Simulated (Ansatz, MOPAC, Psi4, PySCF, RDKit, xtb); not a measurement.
Dimer: CH4 (SMILES C) (first 5 atoms) with CH6Si (SMILES C[SiH3]); geometry from B3LYP-D3(BJ)/def2-TZVP, rigid monomers moved along the line of their centres of mass till C1···Si7 is 3.53 Å.
(charge 0, multiplicity 1):
```csv
atom,x (Å),y (Å),z (Å)
C,-0.0874,0.0124,0.3210
H,-0.3336,-0.4011,-0.6560
H,0.5725,-0.6746,0.8487
H,0.4121,0.9719,0.1923
H,-1.0019,0.1511,0.8959
C,0.5704,1.1407,3.5843
Si,-0.2327,-0.5393,3.8074
H,0.6576,1.3918,2.5264
H,1.5713,1.1532,4.0198
H,-0.0189,1.9202,4.0707
H,-1.5939,-0.5532,3.2189
H,-0.3467,-0.8741,5.2484
H,0.5703,-1.5972,3.1475
```

```
level                              interaction energy (kJ/mol)  cost
---------------------------------  ---------------------------  ----
MMFF94                                                    12.4     -
UFF                                                        0.0     -
GFN-FF                                                    -1.7     -
AM1                                                        6.4     -
PM3                                                       -2.7     -
PM6                                                        2.9     -
PM7                                                       13.2     -
GFN1-xTB                                                  -3.0     -
GFN2-xTB                                                   0.8     -
HF/STO-3G (no counterpoise)                               10.2     -
HF/3-21G (no counterpoise)                                 7.6     -
HF/6-31G*                                                 12.1     -
HF/6-31G* (no counterpoise)                               11.1     -
HF/aug-cc-pV(D+d)Z                                        12.3     -
PBE/def2-TZVPPD                                            4.0    ×1
PBE-D3(BJ)/def2-TZVPPD                                    -2.5    ×1
PBE-D4/def2-TZVPPD                                        -2.1    ×1
BP86/6-31G* (no counterpoise)                              8.4     -
r2SCAN/def2-TZVPPD                                         1.4    ×2
r2SCAN-D3(BJ)/def2-TZVPPD                                 -1.0    ×2
r2SCAN-D4/def2-TZVPPD                                     -0.6    ×2
B3LYP/3-21G (no counterpoise)                              3.3     -
B3LYP/6-31G* (no counterpoise)                             6.9     -
B3LYP/6-311+G** (no counterpoise)                          8.6     -
B3LYP/def2-TZVPPD                                          8.6    ×1
B3LYP-D3(BJ)/def2-TZVPPD                                  -1.8    ×1
B3LYP-D4/def2-TZVPPD                                      -0.8    ×1
PBE0/def2-TZVPPD                                           3.8    ×1
PBE0-D3(BJ)/def2-TZVPPD                                   -2.3    ×1
PBE0-D4/def2-TZVPPD                                       -1.8    ×1
M06-2X/6-31G* (no counterpoise)                           -4.2     -
wB97X-V/def2-TZVPPD                                       -1.1    ×3
wB97M-V/def2-TZVPPD                                       -1.6    ×3
MP2/6-31G*                                                 7.2     -
MP2/6-31G* (no counterpoise)                               2.7     -
MP2/aug-cc-pV(D+d)Z                                        1.1     -
SCS-MP2/aug-cc-pV(D+d)Z                                    3.7     -
CCSD/aug-cc-pV(D+d)Z                                       2.4     -
CCSD(T)/aug-cc-pV(D+d)Z                                    0.9    ×8
SAPT0/jun-cc-pV(D+d)Z                                      2.8     -
```

The rows run from -4.2 (M06-2X/6-31G* (no counterpoise)) to 13.2 kJ/mol (PM7). In aug-cc-pV(D+d)Z the value moves HF 12.3, MP2 1.1, CCSD 2.4, CCSD(T) 0.9, a shift of -11.3 from HF to CCSD(T). The dispersion term adds -6.5 in PBE-D3(BJ), -6.1 in PBE-D4, -2.5 in r2SCAN-D3(BJ). The 6 functionals in def2-TZVPPD without D3 or D4 span 10.2, from wB97M-V to B3LYP.

Counterpoise-corrected where a basis set is named; no monomer relaxation. Rows marked so take none. RDKit's UFF carries no charges.

Frozen-core correlation. Rows in 3-21G, 6-311+G**, 6-31G*, STO-3G carry no dispersion term and start afresh at each structure (6-31G* with six Cartesian d functions). MP2/6-31G* freezes PySCF's default core. The state that AM1, PM3, PM6, PM7 reach isn't checked; PM7 holds dispersion and hydrogen-bond terms.

Run with Ansatz (Gaussian basis) for Hartree–Fock, density functionals and correlated methods; MOPAC for AM1, PM3, PM6, PM7 (differences of heats of formation); Psi4 for SAPT; PySCF for 3-21G rows, 6-311+G** rows, 6-31G* rows, STO-3G rows, the dispersion terms; RDKit for the force fields; xtb for the GFN methods. Values without a source in brackets are computed.

Costs are rough ratios of core time to PBE/def2-TZVPPD (about 9 s over the structures, on one shared machine); a dash marks a level with no comparable run of its own.

Ansatz is an electronic-structure program.
